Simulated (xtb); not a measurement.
[(E)-but-2-enyl]silane (C4H10Si), SMILES [SiH3]C/C=C/C. All values are semi-empirical tight-binding results from xtb (GFN2-xTB unless named), good for trends rather than for accurate numbers. The structure is a stationary point at GFN2-xTB. Other conformers were not sampled.

Optimised geometry:

```xyz
15

C      2.8556    -0.6995     0.1371
C      1.5934     0.0309     0.4583
C      0.3893    -0.5174     0.4834
C     -0.8743     0.2128     0.7760
Si    -1.9069     0.4674    -0.8099
H      3.5511    -0.6436     0.9750
H      2.6544    -1.7456    -0.0815
H      3.3447    -0.2482    -0.7264
H      1.7095     1.0837     0.6854
H      0.2759    -1.5696     0.2531
H     -0.6484     1.1811     1.2250
H     -1.4648    -0.3533     1.4990
H     -2.2282    -0.8348    -1.3973
H     -1.1351     1.2625    -1.7651
H     -3.1465     1.1636    -0.4574
```

**Question.** Estimate the properties. (An estimate is asked for; the answer gives what the named calculation found.)

**Answer.** 
- orbital gap = 4.67 eV
- dipole moment = 0.10 D
- zero-point energy = 75.5 kcal/mol
- G − E(el) at 298.15 K (modified RRHO) = 55.5 kcal/mol
- static polarisability (D4 model) = 79.2 bohr³
- solvation energy, GFN2-xTB/ALPB(water) = 0.1 kcal/mol
- solvation energy, GFN2-xTB/ALPB(thf) = -4.6 kcal/mol

**Question.** Give the atomic charges and the Wiberg bond orders between heavy atoms. (Estimate from the structure and the level; the computed values follow.)

**Answer.** charges (e) C1 -0.10, C2 -0.05, C3 -0.05, C4 -0.15, Si5 0.45, H6 0.04, H7 0.03, H8 0.04, H9 0.02, H10 0.02, H11 0.02, H12 0.02, H13 -0.10, H14 -0.10, H15 -0.10. Bond orders C1–C2 1.04, C2–C3 1.91, C3–C4 1.05, C4–Si5 0.87.
